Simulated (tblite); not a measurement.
Isobutanesulfonyl chloride, C₄H₉ClO₂S.
Structure used (GFN2-xTB), in Å, numbered top down from 1:
```
atom  x, y, z in Å
C1    -0.8338   -0.4145    1.2336
C2    -0.5115   -0.3339   -0.2545
C3    -1.7282    0.1223   -1.0601
C4     0.6532    0.6128   -0.4819
S5     2.0713   -0.0629    0.4091
O6     2.1565   -1.4766    0.2455
O7     2.1878    0.4887    1.7193
Cl8    3.6118    0.7327   -0.6709
H9    -1.6591   -1.1015    1.4028
H10   -1.1158    0.5628    1.6201
H11    0.0299   -0.7688    1.7897
H12   -0.2034   -1.3255   -0.6003
H13   -1.4970    0.1668   -2.1214
H14   -2.5504   -0.5733   -0.9172
H15   -2.0516    1.1081   -0.7341
H16    0.4867    1.6011   -0.0644
H17    0.9466    0.6737   -1.5252
```

Computed with GFN2-xTB (tblite): harmonic, unscaled wavenumbers at the GFN2-xTB geometry, gas phase. This tight-binding method is rough: wavenumbers can miss measured ones by several per cent, in bad cases by 10 to 20. One conformer, not necessarily the lowest.

Harmonic wavenumbers (cm⁻¹): 53.3, 74.8, 124.9, 191.0, 212.2, 235.2, 260.6, 294.3, 310.5, 327.1, 386.6, 434.8, 483.8, 526.0, 733.7, 826.3, 883.8, 952.6, 973.6, 986.4, 1011.5, 1117.9, 1137.1, 1182.5, 1189.8, 1199.4, 1289.6, 1309.2, 1328.7, 1405.5, 1409.0, 1424.8, 1486.7, 1491.6, 1497.4, 1501.5, 2957.7, 3020.8, 3032.5, 3035.4, 3042.7, 3045.1, 3048.8, 3056.4, 3062.1.

A = 2701, B = 912.2, C = 807.6 MHz; mass 156.001 u (most abundant isotopes); point group C1, symmetry number 1.

Question: Zero-point energy?

Answer: ½Σν̃ = 28778 cm⁻¹ = 82.28 kcal/mol.

Question: Entropy at 400 K, 1 bar (ideal gas, RRHO, classical rotation)?

Answer: Translation 42.53, rotation 30.35, vibration 37.86: S = 110.7 cal/(mol K).

Question: And Cp and H(400 K) − H(0)?

Answer: Cp = 45.28 cal/(mol K), of which vibrations give 37.33 (their classical limit is 45 R = 89.4); H(400 K) − H(0) = 11.10 kcal/mol without the zero-point energy, 7.92 from vibrations.

Question: Which modes carry the vibrational entropy at 400 K?

Answer: 53.3 cm⁻¹: 5.27; 74.8 cm⁻¹: 4.60; 124.9 cm⁻¹: 3.59; 191.0 cm⁻¹: 2.77; 212.2 cm⁻¹: 2.57; 235.2 cm⁻¹: 2.38 cal/(mol K); the other 39 give 16.67 together.

Question: Blend soft modes into free rotors: weight 1/[1 + (100 cm⁻¹/ν̃)⁴] for the oscillator and the rest for a rotor with moment μB/(μ + B), μ = h/(8π²ν), B = 10⁻⁴⁴ kg m². What vibrational entropy results?

Answer: 35.37 cal/(mol K) in place of 37.86, which changes −T·S at 400 K by +1.00 kcal/mol.

Question: How do the functions run with temperature in this model?

Answer: 
```csv
T (K),S (cal/(mol K)),Cp (cal/(mol K)),H − H(0) (kcal/mol),G − H(0) (kcal/mol),ln q(vib)
150,78.0,24.3,2.34,-9.37,2.67
250,92.5,33.0,5.21,-17.92,5.27
298.15,98.7,37.0,6.90,-22.52,6.52
600,131.7,58.3,21.53,-57.49,13.93
900,158.0,70.9,41.08,-101.08,20.60
```

q(vib) and H(0) count from the zero-point level.

Question: What must be added to the electronic energy to get the Gibbs energy at 400 K and 1 bar?

Answer: ZPE + [H(400 K) − H(0)] − T·S = 82.28 + 11.10 − 44.29 = 49.09 kcal/mol.

Hindered rotation and anharmonicity are outside this model. Other conformers, if any are populated, would add a mixing term that is left out. The structure is chiral; the term R ln 2 for an equal mix with its mirror image is left out.
